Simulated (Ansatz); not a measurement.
Reaction (ligand exchange at the Si–O bond): `B[Si](F)(Cl)O[SiH3]` + `[OH][In]([SH])[O][SiH3]` → `[SiH3][O][In]([SH])[O][SiH3]` + `B[Si](O)(F)Cl`

Calculated with Ansatz (gas phase, PBE0-D4/def2-TZVP geometries, no zero-point term in ΔE). CBS: MP2 limit from def2 TZ/QZ plus the TZ coupled-cluster correction, frozen cores. Functionals use def2-TZVPP. B3LYP here is the variant with VWN-RPA as its local correlation; programs differ in this. def2 core potentials past Kr. For In outer-core shells are correlated without core-valence functions, which leaves a few kJ/mol of doubt a bond. One conformer a species, not always the lowest.

```json
{"level": "PBE-D4", "ΔE (kcal/mol)": "1.1"}
{"level": "B3LYP-D4", "ΔE (kcal/mol)": "1.1"}
{"level": "PBE0", "ΔE (kcal/mol)": "0.7"}
{"level": "MP2/def2-TZVPP", "ΔE (kcal/mol)": "0.2"}
{"level": "SCS-MP2/def2-TZVPP", "ΔE (kcal/mol)": "0.2"}
{"level": "MP2/def2-QZVPP", "ΔE (kcal/mol)": "0.4"}
{"level": "HF/CBS(def2)", "ΔE (kcal/mol)": "0.0"}
{"level": "MP2/CBS(def2)", "ΔE (kcal/mol)": "0.5"}
```

What does CCSD(T)/CBS give? (Best estimate.)

Ansatz gave: +0.4 kcal/mol. The listed levels differ from it by 0.7, 0.7, 0.3, -0.2, -0.2, 0.0, -0.4, 0.1 kcal/mol.

Largest T1 diagnostic among the species: 0.016.
